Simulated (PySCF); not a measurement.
Run record for 2-methyl-2-cyclohexen-1-one (`CC1=CCCCC1=O`): WP04/6-31++G**, IEF-PCM cyclohexane, fitting basis def2-qzvpp-jkfit, full TDDFT, 12 singlets.

Method: TDDFT WP04/6-31++G**, vertical, IEF-PCM cyclohexane (non-equilibrium linear response), core orbitals frozen in the response (PySCF 2.14.0, density-fitted response routines). Geometry: GFN2-xTB. The input is one job of a driver script: a line of settings, then coordinates in Å.

Command:
```bash
OMP_NUM_THREADS=1 python probes_run.py task.json out
```

Input:
```
{"job": {"kind": "uv", "xc": "WP04", "basis": "6-31++G**", "solvent": "cyclohexane", "nstates": 12, "ntriplets": 5, "tda": false, "scf": {"aux": "def2-qzvpp-jkfit"}}, "charge": 0, "multiplicity": 1}
C      2.503834     0.023983     0.060663
C      1.010552    -0.020478    -0.034322
C      0.342833    -1.054595    -0.552685
C     -1.144998    -1.133616    -0.638351
C     -1.796630    -0.207854     0.382903
C     -1.197870     1.187175     0.260906
C      0.301620     1.172420     0.477202
O      0.883386     2.096774     1.002169
H      2.800910     0.138276     1.101852
H      2.881556     0.891073    -0.478825
H      2.952214    -0.877993    -0.346512
H      0.891644    -1.899667    -0.948916
H     -1.471438    -2.165121    -0.487495
H     -1.452780    -0.842026    -1.649666
H     -2.876562    -0.169343     0.227462
H     -1.613348    -0.592420     1.388943
H     -1.374215     1.576821    -0.747151
H     -1.649467     1.882908     0.970164
```

Question: Predict the output.

Answer: 
```
final grid: 143384 points
cycle   1  E = -356.1532876751  dE =  1.050e+00  |g| = 1.074e+00  |ddm| = 7.498e+00
cycle   2  E = -355.3692660368  dE =  7.840e-01  |g| = 2.151e+00  |ddm| = 2.575e+01
cycle   3  E = -356.3661796274  dE = -9.969e-01  |g| = 4.025e-01  |ddm| = 2.466e+01
cycle   4  E = -356.4042959411  dE = -3.812e-02  |g| = 1.029e-01  |ddm| = 1.947e+00
cycle   5  E = -356.4065901237  dE = -2.294e-03  |g| = 4.089e-02  |ddm| = 5.316e-01
cycle   6  E = -356.4069737393  dE = -3.836e-04  |g| = 1.595e-02  |ddm| = 2.297e-01
cycle   7  E = -356.4070410609  dE = -6.732e-05  |g| = 3.471e-03  |ddm| = 8.515e-02
cycle   8  E = -356.4070438025  dE = -2.742e-06  |g| = 7.887e-04  |ddm| = 1.335e-02
cycle   9  E = -356.4070439374  dE = -1.349e-07  |g| = 1.608e-04  |ddm| = 3.098e-03
cycle  10  E = -356.4070439425  dE = -5.116e-09  |g| = 6.717e-05  |ddm| = 8.028e-04
cycle  11  E = -356.4070439436  dE = -1.061e-09  |g| = 1.830e-05  |ddm| = 4.136e-04
cycle  12  E = -356.4070439437  dE = -7.969e-11  |g| = 3.106e-06  |ddm| = 7.770e-05
converged SCF energy = -356.4070439437

Static polarisability (au): isotropic 87.024, principal 62.003 87.594 111.476

Singlet excitations
state   eV       nm        f      main configurations
  1   3.8062    325.7   0.00021   H->L 0.99
  2   5.2653    235.5   0.26287   H-1->L 0.94
  3   6.3930    193.9   0.00207   H-2->L 0.95
  4   6.6070    187.7   0.00102   H->L+1 0.81
  5   6.7175    184.6   0.00404   H-4->L 0.90
  6   6.9857    177.5   0.00839   H->L+2 0.50, H-1->L+1 0.33
  7   7.0143    176.8   0.07579   H-3->L 0.81
  8   7.0395    176.1   0.00843   H-1->L+1 0.60, H->L+2 0.25
  9   7.2713    170.5   0.00147   H->L+3 0.93
 10   7.3995    167.6   0.03996   H->L+5 0.47, H->L+4 0.35, H->L+2 0.09
 11   7.4602    166.2   0.00295   H->L+4 0.61, H->L+5 0.35
 12   7.5278    164.7   0.06527   H-1->L+2 0.74, H-1->L+3 0.11

Triplet excitations (Tamm-Dancoff, eV): 3.3674 3.4486 5.7431 6.1889 6.4820
```

H and L stand for HOMO and LUMO; the number after each pair is its weight.

Question: How does the lowest singlet excitation compare with the HOMO–LUMO gap?

Answer: HOMO -8.15 eV and LUMO -3.45 eV give a gap of 4.70 eV; S1 at 3.81 eV lies 0.89 eV below it.

Question: Give S1 in cm⁻¹ and kJ/mol.

Answer: 3.8062 eV × 8065.54 = 30699 cm⁻¹; × 96.485 = 367.2 kJ/mol.

In short: SCF converged in 12 cycles with 204 basis and 782 fitting functions; HOMO -8.15 eV, LUMO -3.45 eV; lowest singlet 3.81 eV; lowest triplet 3.37 eV (Tamm–Dancoff); mean polarisability 87.0 au.

All basis functions are spherical, in the Pople sets too. Geometry: GFN2-xTB, one conformer.

Cost: about 2 min of CPU time on one thread; the machine was shared, so the figure is rough.
